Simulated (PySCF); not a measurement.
PySCF job for MoO₃, SMILES [O]=[Mo](=[O])=[O], multiplicity 1, TDA-B3LYP/def2-SVPD. The structure is a stationary point at B3LYP-D3(BJ)/def2-TZVP. The spin state was assumed, not searched. The isomer is the one that the SMILES or the coordinates give; other isomers of the formula were not compared. The def2 effective core potentials stand for the cores of Mo; spin–orbit coupling is left out.

```python
import numpy as np
from pyscf import gto, scf, dft, tdscf

mol = gto.M(
    atom='''
    Mo    0.00000000   -0.00000000   -0.19714390
    O     1.40078278    0.80874231    0.34500183
    O    -0.00000001   -1.61748463    0.34500183
    O    -1.40078278    0.80874232    0.34500182
    ''',
    basis='def2-SVPD',
    ecp={'Mo': 'def2-svp'},
    charge=0,
    spin=0,
    symmetry=True,
    max_memory=1600,
    verbose=4,
)
mf = dft.RKS(mol, xc='b3lyp').density_fit(auxbasis='def2-universal-jkfit')
mf.grids.level = 3
mf.conv_tol = 1e-9
mf.max_cycle = 100
mf.kernel()
mf.grids = dft.Grids(mol).set(level=1).build(with_non0tab=True)  # coarser grid for the response kernel
td = tdscf.TDA(mf)
td.singlet = True
td.nstates = 10
td.conv_tol = 1e-4
td.positive_eig_threshold = 1e-6
td.kernel(x0=td.get_init_guess(mf, 15))
td.analyze()
tt = tdscf.TDA(mf)
tt.singlet = False
tt.nstates = 4
tt.conv_tol = 1e-4
tt.positive_eig_threshold = 1e-6
tt.kernel(x0=tt.get_init_guess(mf, 9))
tt.analyze(verbose=3)
```

It prints:

```
PySCF version 2.14.0

[INPUT] verbose = 4
[INPUT] num. atoms = 4
[INPUT] num. electrons = 38
[INPUT] charge = 0
[INPUT] spin (= nelec alpha-beta = 2S) = 0
[INPUT] symmetry True subgroup None
[INPUT] Mole.unit = angstrom
[INPUT] Symbol           X                Y                Z      unit          X                Y                Z       unit  Magmom
[INPUT]  1 Mo     0.000000000000   0.000000000000  -0.197143900000 AA    0.000000000000   0.000000000000  -0.372547978129 Bohr   0.0
[INPUT]  2 O      1.400782780000   0.808742310000   0.345001830000 AA    2.647095814207   1.528301471248   0.651958971174 Bohr   0.0
[INPUT]  3 O     -0.000000010000  -1.617484630000   0.345001830000 AA   -0.000000018897  -3.056602961393   0.651958971174 Bohr   0.0
[INPUT]  4 O     -1.400782780000   0.808742320000   0.345001820000 AA   -2.647095814207   1.528301490145   0.651958952276 Bohr   0.0

nuclear repulsion = 140.493245698889
point group symmetry = C3v, use subgroup Cs
symmetry origin: [-2.29057710e-09 -2.69144976e-17  1.14528858e-09]
symmetry axis x: [ 8.66025402e-01 -5.00000003e-01  3.92090984e-09]
symmetry axis y: [-3.13915855e-09  2.40463758e-09  1.00000000e+00]
symmetry axis z: [-5.00000003e-01 -8.66025402e-01  5.12897942e-10]
num. orbitals of irrep A' = 62
num. orbitals of irrep A" = 41
number of shells = 39
number of NR pGTOs = 159
number of NR cGTOs = 103
basis = def2-SVPD
ecp = {'Mo': 'def2-svp'}


[settings echo left out]
init E= -286.179556684054
HOMO (A') = -0.637891743830242  LUMO (A') = -0.385305247214397  gap/eV = 6.87323
cycle= 1 E= -293.090774996763  delta_E= -6.91  |g|= 1.86  |ddm|= 3.52
HOMO (A") = -0.157713825998686  LUMO (A") = -0.114198432994178  gap/eV = 1.18411
cycle= 2 E= -283.621071606106  delta_E= 9.47  |g|= 6.27  |ddm|= 7.27
HOMO (A") = -0.292396617551582  LUMO (A') = -0.147992455716423  gap/eV = 3.92944
cycle= 3 E= -293.741811254321  delta_E= -10.1  |g|= 0.404  |ddm|= 6.76
HOMO (A") = -0.357364592609485  LUMO (A') = -0.229020023019217  gap/eV = 3.49243
cycle= 4 E= -293.773840441325  delta_E= -0.032  |g|= 0.218  |ddm|= 0.758
HOMO (A") = -0.325467107560575  LUMO (A') = -0.193762559893376  gap/eV = 3.58386
cycle= 5 E= -293.78507581757  delta_E= -0.0112  |g|= 0.0385  |ddm|= 0.325
HOMO (A") = -0.328575350382075  LUMO (A') = -0.193824954336829  gap/eV = 3.66675
cycle= 6 E= -293.785260442492  delta_E= -0.000185  |g|= 0.0227  |ddm|= 0.0381
HOMO (A") = -0.329036509478396  LUMO (A') = -0.193138415067839  gap/eV = 3.69798
cycle= 7 E= -293.785348234834  delta_E= -8.78e-05  |g|= 0.00829  |ddm|= 0.0104
HOMO (A") = -0.329319097841495  LUMO (A') = -0.192900291132236  gap/eV = 3.71214
cycle= 8 E= -293.785361447503  delta_E= -1.32e-05  |g|= 0.00109  |ddm|= 0.00497
HOMO (A") = -0.329325917183448  LUMO (A') = -0.192855872256924  gap/eV = 3.71354
cycle= 9 E= -293.785361449999  delta_E= -2.5e-09  |g|= 0.00108  |ddm|= 0.00123
HOMO (A") = -0.329327833815951  LUMO (A') = -0.192843999726911  gap/eV = 3.71391
cycle= 10 E= -293.785361688719  delta_E= -2.39e-07  |g|= 0.000103  |ddm|= 0.000789
HOMO (A") = -0.329325045059687  LUMO (A') = -0.192845975810854  gap/eV = 3.71378
cycle= 11 E= -293.785361690835  delta_E= -2.12e-09  |g|= 5.91e-06  |ddm|= 9.26e-05
HOMO (A") = -0.329325405400833  LUMO (A') = -0.192846446879614  gap/eV = 3.71378
cycle= 12 E= -293.785361690851  delta_E= -1.62e-11  |g|= 1.08e-06  |ddm|= 1.43e-05
HOMO (A") = -0.329325559863561  LUMO (A') = -0.192846438925777  gap/eV = 3.71379
Extra cycle  E= -293.785361690853  delta_E= -2.33e-12  |g|= 1.32e-06  |ddm|= 3.27e-06
converged SCF energy = -293.785361690853
tot grids = 23712
Overwritten attributes  positive_eig_threshold  of <class 'pyscf.tdscf.rks.TDA'>


******** <class 'pyscf.tdscf.rks.TDA'> for <class 'pyscf.df.df_jk.DFSymAdaptedRKS'> ********
nstates = 10 singlet
deg_eia_thresh = 1.000e-03
wfnsym = None
conv_tol = 0.0001
eigh lindep = 1e-12
eigh level_shift = 0
eigh max_cycle = 100


Excitation energies (eV)
[2.36060851 2.74281743 2.74282163 3.07906857 4.34800388 4.3480073
 4.68115235 4.70696779 4.79944388 4.79946526]

** Singlet excitation energies and oscillator strengths **
Excited State   1:  ???      2.36061 eV    525.22 nm  f=0.0000
      19 -> 20       -0.70582
Excited State   2:  ???      2.74282 eV    452.03 nm  f=0.0095
      18 -> 20       -0.69364
Excited State   3:  ???      2.74282 eV    452.03 nm  f=0.0095
      17 -> 20       -0.69364
Excited State   4:  ???      3.07907 eV    402.67 nm  f=0.0004
      16 -> 20        0.70445
Excited State   5:  ???      4.34800 eV    285.15 nm  f=0.0001
      17 -> 21       -0.24863
      18 -> 22       -0.24865
      19 -> 21        0.60872
Excited State   6:  ???      4.34801 eV    285.15 nm  f=0.0001
      17 -> 22        0.24865
      18 -> 21       -0.24864
      19 -> 22        0.60871
Excited State   7:  ???      4.68115 eV    264.86 nm  f=0.0000
      17 -> 21        0.49863
      18 -> 22       -0.49863
Excited State   8:  ???      4.70697 eV    263.41 nm  f=0.0086
      17 -> 22       -0.49819
      18 -> 21       -0.49820
Excited State   9:  ???      4.79944 eV    258.33 nm  f=0.0003
      13 -> 20       -0.30687
      16 -> 21       -0.28195
      17 -> 22       -0.35143
      18 -> 21        0.35142
      19 -> 22        0.27264
Excited State  10:  ???      4.79947 eV    258.33 nm  f=0.0003
      14 -> 20        0.30686
      16 -> 22        0.28194
      17 -> 21        0.35143
      18 -> 22        0.35144
      19 -> 21        0.27264

** Transition electric dipole moments (AU) **
state          X           Y           Z        Dip. S.      Osc.
  1         0.0000      0.0000     -0.0000      0.0000      0.0000
  2        -0.3253      0.1878      0.0000      0.1411      0.0095
  3        -0.1878     -0.3253     -0.0000      0.1411      0.0095
  4        -0.0000      0.0000      0.0756      0.0057      0.0004
  5         0.0159      0.0275      0.0000      0.0010      0.0001
  6        -0.0275      0.0159     -0.0000      0.0010      0.0001
  7         0.0000     -0.0000      0.0000      0.0000      0.0000
  8        -0.0000     -0.0000     -0.2737      0.0749      0.0086
  9        -0.0406      0.0234     -0.0000      0.0022      0.0003
 10         0.0234      0.0406      0.0000      0.0022      0.0003

WARN: ECP detected. Skipping calculation of transition velocity and magnetic dipole moments, which have not yet been implemented.



******** <class 'pyscf.tdscf.rks.TDA'> for <class 'pyscf.df.df_jk.DFSymAdaptedRKS'> ********
nstates = 4 triplet
deg_eia_thresh = 1.000e-03
wfnsym = None
conv_tol = 0.0001
eigh lindep = 1e-12
eigh level_shift = 0
eigh max_cycle = 100


Excitation energies (eV)
[2.23009517 2.3508167  2.35082361 2.80125732]

** Triplet excitation energies and oscillator strengths **
Excited State   1:  ???      2.23010 eV    555.96 nm  f=0.0000
Excited State   2:  ???      2.35082 eV    527.41 nm  f=0.0000
Excited State   3:  ???      2.35082 eV    527.41 nm  f=0.0000
Excited State   4:  ???      2.80126 eV    442.60 nm  f=0.0000
```

The run converged.
